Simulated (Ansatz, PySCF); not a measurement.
Complex: HF (SMILES F) (first 2 atoms) with C2H4 (SMILES C=C); geometry from B3LYP-D3(BJ)/def2-TZVP, rigid monomers moved along the line of their centres of mass till H2···C3 is 2.55 Å.
(charge 0, multiplicity 1):
```xyz
8

F     -0.234     0.856     0.585
H     -0.168     0.555     1.469
C     -0.521     0.140     3.957
C      0.522    -0.614     3.625
H     -0.398     1.160     4.302
H     -1.535    -0.237     3.907
H      0.400    -1.636     3.289
H      1.537    -0.240     3.685
```

Counterpoise-corrected where a basis set is named; no monomer relaxation. Rows marked so take none.

Correlated levels freeze the cores. CBS(a, b) extrapolates the correlation energy as X⁻³ and adds the Hartree–Fock energy of set b. Rows in 3-21G, 6-31G*, STO-3G carry no dispersion term and start afresh at each structure (6-31G* with six Cartesian d functions).

Codes used: Ansatz (Gaussian orbitals); PySCF for 3-21G rows, 6-31G* rows, STO-3G rows, the dispersion terms. Each number belongs to the level named beside it.

```tsv
level	interaction energy (kJ/mol)
HF/STO-3G (no counterpoise)	-4.2
HF/6-31G*	-14.3
HF/aug-cc-pVTZ	-13.6
r2SCAN/def2-TZVPPD	-18.7
B3LYP/3-21G (no counterpoise)	-21.2
PBE0-D3(BJ)/def2-TZVPPD	-20.0
CCSD/aug-cc-pVDZ	-14.4
CCSD(T)/aug-cc-pVDZ	-14.9
MP2/CBS(aug-cc-pVDZ, aug-cc-pVTZ) + ΔCCSD(T)/aug-cc-pVDZ	(withheld)
```

Question: Some entries are withheld; supply them.

Answer: 
- MP2/CBS(aug-cc-pVDZ, aug-cc-pVTZ) + ΔCCSD(T)/aug-cc-pVDZ, interaction energy (kJ/mol): -16.9

Ansatz is a first-principles code.
